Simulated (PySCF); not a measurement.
VOCl2, SMILES [O]=[V+]([Cl])[Cl], charge +1, multiplicity 1.

The structure is a stationary point at PBE0-D3(BJ)/def2-SVP. The multiplicity is an assumed one; other spin states were not compared. The isomer is the one that the SMILES or the coordinates give; other isomers of the formula were not compared.

All values below come from HF/def2-TZVPD (PySCF).

Symmetry labels are those of the subgroup Cs that the program uses (full group Cs).

Task: List the valence orbital energies around the gap with their symmetry. (Estimate from the structure and the level; the computed values follow.)

Result: 
```json
[
 {"orbital": "HOMO−7", "symmetry": "A\"", "energy (eV)": "-23.23"},
 {"orbital": "HOMO−6", "symmetry": "A'", "energy (eV)": "-22.79"},
 {"orbital": "HOMO−5", "symmetry": "A\"", "energy (eV)": "-21.02"},
 {"orbital": "HOMO−4", "symmetry": "A'", "energy (eV)": "-20.84"},
 {"orbital": "HOMO−3", "symmetry": "A'", "energy (eV)": "-19.93"},
 {"orbital": "HOMO−2", "symmetry": "A'", "energy (eV)": "-19.19"},
 {"orbital": "HOMO−1", "symmetry": "A\"", "energy (eV)": "-19.06"},
 {"orbital": "HOMO", "symmetry": "A\"", "energy (eV)": "-18.52"},
 {"orbital": "LUMO", "symmetry": "A'", "energy (eV)": "-7.21"},
 {"orbital": "LUMO+1", "symmetry": "A\"", "energy (eV)": "-7.16"},
 {"orbital": "LUMO+2", "symmetry": "A'", "energy (eV)": "-6.07"},
 {"orbital": "LUMO+3", "symmetry": "A\"", "energy (eV)": "-4.98"}
]
```
